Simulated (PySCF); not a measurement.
## Static response to an electric field

C₆H₁₁N.
Cartesian coordinates in Å at the GFN2-xTB level; atoms count from 1:
```
atom  x, y, z in Å
C1    -2.1092   -1.1450   -0.7190
C2    -1.9431   -0.0825    0.0576
C3    -0.8262    0.8625    0.0129
N4    -0.9531    1.8989    0.7299
C5     0.3752    0.5436   -0.8426
C6     1.2199   -0.5829   -0.2321
C7     1.8382   -0.1731    1.0988
H8    -2.9735   -1.7795   -0.6164
H9    -1.4092   -1.4271   -1.4877
H10   -2.6856    0.1738    0.8007
H11   -0.1710    2.5501    0.6877
H12    0.9943    1.4406   -0.9389
H13    0.0439    0.2541   -1.8418
H14    2.0141   -0.8466   -0.9349
H15    0.5956   -1.4655   -0.0815
H16    2.4136   -0.9957    1.5176
H17    2.5041    0.6778    0.9673
H18    1.0633    0.1029    1.8109
```

Level: CAM-B3LYP/def2-SVPD (PySCF), static field, nuclei fixed, core orbitals frozen in the response. The polarisability tensor in these axes (au):

```
x   80.80  6.02  2.38
y    6.02 87.86 13.34
z    2.38 13.34 72.13
```

Give the principal values, the mean and the anisotropy Δα = √{½[(α1 − α2)² + (α2 − α3)² + (α1 − α3)²]}.

Principal values 64.45, 78.46 and 97.88 au; mean 80.26 au = 11.89 Å³ = 13.23 × 10⁻⁴⁰ C²·m²/J; Δα = 29.08 au (36 % of the mean).

What is the dipole moment, and where does it point?

(1.48, -1.32, -1.44) D, 2.45 D in size, pointing from the negative to the positive side. Measured along this direction, the outermost atoms are H10 at the negative end and H14 at the positive end.

Find the Langevin capture rate constant for O2+ (31.990 u) meeting this molecule (97.089 u), k = 2.342 × 10⁻⁹ cm³/s × √(α in Å³ / reduced mass in u).

The reduced mass is 24.06 u, so k = 1.65 × 10⁻⁹ cm³/s. The formula leaves out the permanent dipole, which adds to the capture rate.

Rayleigh depolarisation ratio (linearly polarised light, static tensor)?

ρ = 3Δα²/(45ᾱ² + 4Δα²) = 2537.3/(289892 + 3383.0) = 0.00865.

Give the eigenvalues of the traceless quadrupole moment Θ = ½Σq(3rr − r²1), origin at the centre of nuclear charge.

-7.47, -0.62, 8.09 D·Å. The values depend on the origin, since the dipole doesn't vanish. The electronic extent ⟨r²⟩ about the same centre is 873 bohr², a root-mean-square distance of 2.13 Å for the 54 electrons.

One conformer (not necessarily the lowest) at the GFN2-xTB geometry, without solvent, vibrations or thermal averaging.
